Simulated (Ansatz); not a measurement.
The cluster Cu6As⁻. Total charge -1; singlet. Geometry B3LYP-D4/def2-SVPD.

```xyz
7

As    0.3287    1.2917    1.7392
Cu    0.9486   -0.8187    0.3382
Cu   -1.1401   -1.7413   -0.6523
Cu    1.3362    1.4272   -0.4409
Cu   -1.1290   -0.6112    1.5390
Cu    0.6257   -0.2813   -2.0704
Cu   -0.9702    0.7335   -0.4528
```

The restricted singlet is unstable towards broken spin symmetry in Hartree–Fock (as tested in another run); at LDA (SPW92)/def2-SVP, PBE-D4/def2-SVP, r2SCAN-D4/def2-SVP, PBE0-D4/def2-SVP and others this wasn't settled. At LDA (SPW92)/def2-SVP, PBE-D4/def2-SVP, r2SCAN-D4/def2-SVP the highest occupied level of the charge -1 singlet lies above zero (up to 0.24 eV). By energy differences its removal costs 1.74 eV (vertical, to the charge 0 doublet, at PBE-D4/def2-SVP), and other spins of that charge weren't run; self-interaction error and the lack of diffuse functions both raise the level. The structure comes from a short search, and lower isomers may exist.

(1) Estimate the orbital energies around the gap (eV) in Ansatz with LDA (SPW92)/def2-SVP, PBE-D4/def2-SVP, r2SCAN-D4/def2-SVP, PBE0-D4/def2-SVP, ωB97M-V/def2-SVP.

Answers

(1) 
```
orbital  LDA (SPW92)/def2-SVP  PBE-D4/def2-SVP  r2SCAN-D4/def2-SVP  PBE0-D4/def2-SVP  ωB97M-V/def2-SVP
 HOMO−9                 -1.24            -0.97               -1.08             -2.74             -5.20
 HOMO−8                 -1.19            -0.92               -1.04             -2.70             -5.13
 HOMO−7                 -1.17            -0.90               -1.02             -2.64             -5.07
 HOMO−6                 -1.16            -0.90               -1.01             -2.62             -5.06
 HOMO−5                 -1.14            -0.88               -0.99             -2.56             -4.97
 HOMO−4                 -1.07            -0.80               -0.90             -2.49             -4.89
 HOMO−3                 -0.96            -0.70               -0.80             -1.97             -3.91
 HOMO−2                 -0.75            -0.51               -0.57             -1.28             -2.88
 HOMO−1                 -0.42            -0.19               -0.24             -0.89             -2.50
   HOMO                  0.03             0.24                0.18             -0.26             -1.75
   LUMO                  0.71             0.93                1.10              1.66              3.00
 LUMO+1                  0.91             1.13                1.20              1.85              3.44
 LUMO+2                  1.76             1.97                2.08              2.63              3.95
 LUMO+3                  2.28             2.47                2.60              3.08              4.33
 LUMO+4                  2.31             2.50                2.70              3.25              4.52
 LUMO+5                  3.09             3.25                3.48              3.92              5.14
```
